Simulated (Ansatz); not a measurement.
Consider the substitution at a C–C bond: `C[CH2][SbH][OH]` + `[O]=[W]([OH])([OH])([Cl])[Cl]` → `C[O][W](=[O])([OH])([Cl])[Cl]` + `[CH3][SbH][OH]`.

Program: Ansatz. Geometries: PBE0-D4/def2-TZVP. ΔE: electronic, gas phase. CCSD(T)/CBS is the MP2 limit (def2-TZVPP, def2-QZVPP) plus CCSD(T) − MP2 in def2-TZVPP, frozen cores. Elements past krypton have def2 core potentials. For Sb, W outer-core shells are correlated without core-valence functions, which leaves a few kJ/mol of doubt a bond. Each species was taken in one conformer, which may not be the lowest.

```json
{"species": "`C[CH2][SbH][OH]`", "CCSD(T)/CBS(def2) energy (Eh)": "-395.51282"}
{"species": "`[O]=[W]([OH])([OH])([Cl])[Cl]`", "CCSD(T)/CBS(def2) energy (Eh)": "-1213.45693"}
{"species": "`C[O][W](=[O])([OH])([Cl])[Cl]`", "CCSD(T)/CBS(def2) energy (Eh)": "-1252.70468"}
{"species": "`[CH3][SbH][OH]`", "CCSD(T)/CBS(def2) energy (Eh)": "-356.25469"}
```

Q: Work out ΔE.

A: ΔE = (-1252.70468) + (-356.25469) − (-395.51282) − (-1213.45693) = 0.01038 Eh = +27.3 kJ/mol.

Largest T1 diagnostic among the species: 0.021, so the coupled-cluster value is less sure than usual.

In def2-TZVPP, CCSD(T) changes the Hartree–Fock value by +4.8 kJ/mol (the triples alone add −1.2 kJ/mol) and MP2 by +6.7 kJ/mol.
